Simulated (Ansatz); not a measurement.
`C[N](C)[GaH][Br]` + H–F → `[F][GaH][Br]` + dimethylamine  (ligand exchange at a Ga–N bond)

Gas-phase electronic energies from Ansatz, PBE0-D4/def2-TZVP geometries. CBS: MP2 limit from def2 TZ/QZ plus the TZ coupled-cluster correction, frozen cores. This one scheme is used for every species. Functionals use def2-TZVPP. B3LYP here is the variant with VWN-RPA as its local correlation; programs differ in this. For Br, Ga outer-core shells are correlated without core-valence functions, which leaves a few kJ/mol of doubt a bond. Scalar relativity is left out up to krypton. Each species was taken in one conformer, which may not be the lowest.

(1) Is it downhill or uphill in electronic energy at CCSD(T)/CBS, and by how much? (An estimate is asked.)

(2) What do these levels give: B3LYP-D4, CAM-B3LYP-D4, ωB97X-V, B2PLYP, PBE-QIDH, PBE, PBE0, r2SCAN0, CAM-B3LYP, CCSD(T)/def2-TZVPP, MP2/def2-QZVPP, CCSD/CBS(def2)? (Estimate.)

Largest T1 diagnostic among the species: 0.012.

Results:

(1) Computed: Downhill: ΔE = -0.25 eV.

(2) Ansatz gave: B3LYP-D4 -0.40, CAM-B3LYP-D4 -0.45, ωB97X-V -0.46, B2PLYP -0.45, PBE-QIDH -0.36, PBE -0.46, PBE0 -0.45, r2SCAN0 -0.45, CAM-B3LYP -0.54, CCSD(T)/def2-TZVPP -0.30, MP2/def2-QZVPP -0.22, CCSD/CBS(def2) -0.30 eV.

The D4 term adds +0.15 eV with B3LYP and +0.09 eV with PBE0; it sums over pairs of atoms, weighted by their polarisabilities, and B3LYP, whose exchange is more repulsive, gets the larger term. In def2-TZVPP, CCSD(T) changes the Hartree–Fock value by +0.40 eV (the triples alone add +0.05 eV) and MP2 by +0.46 eV. At CCSD(T), def2-SVP lies −0.18 eV from the extrapolated value and def2-TZVPP −0.05 eV.
